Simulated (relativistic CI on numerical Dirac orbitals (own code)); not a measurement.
## Co⁺: 3p photoemission

Computed with this model: Dirac-Coulomb-Breit CI, orbitals from a KLI potential per configuration, model QED (radiative potential, 1s self-energy scaled to tabulated hydrogen-like ionisation energies), valence Slater integrals scaled by 0.9, multiplet model of photoemission in the sudden approximation; configurations [Ar] 3d8 → [Ne] 3s2 3p5 3d8; 300 K; Lorentzian 1.12 eV and Gaussian 0.6 eV FWHM. Energies are those of the free ion, without screening or charge transfer. The energies are binding energies and can lie tens of eV above those of solids. S is read from ⟨S²⟩ = S(S + 1).

Field parameters in Wybourne normalisation: D4h B²₀ = −7Ds, B⁴₀ = 21(Dq − Dt), B⁴₄ = 21√(5/14) Dq. The field is a parameter set, without covalency.

free ion: ground-state S = 1.00, centroid 79.54 eV. Peaks (eV, height): 73.0 (100), 75.0 (36), 78.4 (87), 81.8 (62), 85.2 (20), 88.6 (25), 90.6 (43).

D4h, 10Dq = 14250, Ds = -1500, Dt = 620 cm⁻¹: ground-state S = 1.00, centroid 79.55 eV. Peaks (eV, height): 73.8 (100), 79.8 (72), 83.4 (22), 86.8 (25), 89.8 (25), 91.8 (22).

Strongest unbroadened transitions for D4h, 10Dq = 14250, Ds = -1500, Dt = 620 cm⁻¹:

```
Energy (eV)  Relative strength
      73.55               39.2
      73.56               60.4
      73.58               98.4
      73.70              100.0
      74.27               72.0
      74.28               61.5
      74.77               59.8
      79.44               21.1
      79.48               21.3
      79.63               44.1
      79.91               25.9
      80.29               39.4
      85.89               20.6
      86.41               21.9
      86.85               20.6
      87.08               27.7
      89.58               27.4
      91.61               31.7
```
